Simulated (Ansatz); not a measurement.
Li₅Al₃ (the lowest singlet isomer of a short search) was relaxed with r2SCAN-D4 (def2-SVP, def2-SVPD) in Ansatz in these states: charge -1 doublet, neutral singlet. The geometries follow in no particular order.

A:

Cartesian coordinates in Å:
```
Al -0.4035 -0.3273 0.7385
Al -1.2588 1.3354 -1.0058
Al 1.1114 0.1816 -1.3638
Li 2.2770 0.0642 1.0542
Li 1.1729 -2.2966 -0.3247
Li -0.3405 -1.6544 2.9154
Li -2.7833 0.8093 1.1704
Li 0.2249 1.8878 -3.1840
```

B:

```xyz
8

Al    0.856    0.991   -0.056
Al   -0.017   -0.699    1.822
Al    0.917   -1.653   -0.488
Li   -1.587   -0.123   -0.612
Li    1.140    0.065   -2.581
Li   -0.551    2.788   -1.367
Li   -0.695    1.930    1.947
Li   -0.063   -3.298    1.335
```

Problem. Judge from the bond lengths which geometry belongs to which state (an estimate).

Solution. A is the neutral singlet (Li4–Li5 2.948 Å, Al3–Li4 2.687 Å, Al1–Al2 2.557 Å); B is the charge -1 doublet (Li4–Li5 3.368 Å, Al3–Li4 2.937 Å, Al1–Al2 2.673 Å).

The restricted singlet is unstable towards broken spin symmetry in Hartree–Fock (as tested in another run); at r2SCAN-D4/def2-SVP this wasn't settled. At r2SCAN-D4/def2-SVPD the highest occupied level of the relaxed charge -1 doublet lies above zero (up to 0.22 eV). By energy differences its removal costs 0.96 eV (each at its own geometry, to the charge 0 singlet, at PBE0-D4/def2-TZVPD). These are the stationary points nearest to one start from a short search; other shapes may lie lower in each state.
